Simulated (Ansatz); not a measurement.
## Worked example: C2H6OSi + C3H3O → C2H5OSi + C3H4O

Gas-phase species: C2H6OSi `C=C[SiH2]O`, singlet; C3H3O `C#CC[O]`, doublet; C2H5OSi `[H]/[C]=C/[SiH2]O`, doublet; C3H4O (propargyl alcohol) `C#CCO`, singlet. A radical takes H: the energy is the difference in strength between the C–H bond broken and the O–H bond made.

Shapes, held fixed at every level: PBE0-D4/def2-TZVP. Flexible molecules stand in one conformer, not always the lowest. Programs: Ansatz 0.2.0. The zero-point and thermal change to 298 K, harmonic and unscaled (PBE0-D4/def2-TZVP), is +2.9 kJ/mol.

At B2PLYP/def2-TZVPP; 1 Eh = 2625.50 kJ/mol:

| species | energy (Eh) |
| --- | --- |
| C2H6OSi | -444.390964 |
| C3H3O | -191.114389 |
| C2H5OSi | -443.711168 |
| C3H4O | -191.790383 |

Q: Work out ΔH(298 K) of the reaction at this level.

A: 
1. Products less reactants: (-443.711168) + (-191.790383) − [(-444.390964) + (-191.114389)] = 0.003802 Eh = +10.0 kJ/mol.
2. With the thermal change: +10.0 + (+2.9) = +12.9 kJ/mol.

Other levels give +7.1 (SPW92/def2-TZVPP) to +40.9 kJ/mol (HF/def2-TZVPP). No measured value is set beside it here. Spin contamination: C2H5OSi (⟨S²⟩ up to 0.92). Open shells run unrestricted.
